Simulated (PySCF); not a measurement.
C₃H₈NO, SMILES C[NH+](C=O)C, charge +1.

Geometry optimised at PBE0-D3(BJ)/def2-SVP. The isomer is the one that the SMILES or the coordinates give; other isomers of the formula were not compared. Other conformers were not sampled.

All values below come from SMD-B3LYP/6-31G* (PySCF).

Solvation free energies are E(SMD) − E(gas) at the gas-phase geometry, for 1 M in both phases.

Computed solvation free energies in water, tetrahydrofuran, 2-propanol:
```tsv
solvent	ΔG(solv) (kcal/mol)	its non-electrostatic (CDS) part
water	-66.8	5.9
tetrahydrofuran	-62.7	-1.0
2-propanol	-67.8	1.5
```
